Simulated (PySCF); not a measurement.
O₄Pt, charge +2, multiplicity 1. Atoms are numbered in the order given.

```xyz
5

Pt     0.0000     0.0000     0.0000
O      0.9944     0.9944     0.9944
O     -0.9944     0.9944    -0.9944
O     -0.9944    -0.9944     0.9944
O      0.9944    -0.9944    -0.9944
```
Charge +2, spin multiplicity 1.

Geometry: B3LYP-D3(BJ)/def2-SVP. The spin state was assumed, not searched. The def2 effective core potentials stand for the cores of Pt; spin–orbit coupling is left out.

Calculation: PBE0/def2-TZVP in PySCF.

Symmetry labels are those of the subgroup D2 that the program uses (full group Td).

Problem. List the valence orbital energies around the gap with their symmetry. (Estimate from the structure and the level; the computed values follow.)

Solution. 
```csv
orbital,symmetry,energy (eV)
HOMO−7,B3,-31.22
HOMO−6,A,-27.73
HOMO−5,B1,-25.85
HOMO−4,B2,-25.85
HOMO−3,B3,-25.85
HOMO−2,B1,-24.95
HOMO−1,B2,-24.95
HOMO,B3,-24.95
LUMO,A,-21.08
LUMO+1,A,-21.08
LUMO+2,B1,-19.01
LUMO+3,B2,-19.01
```
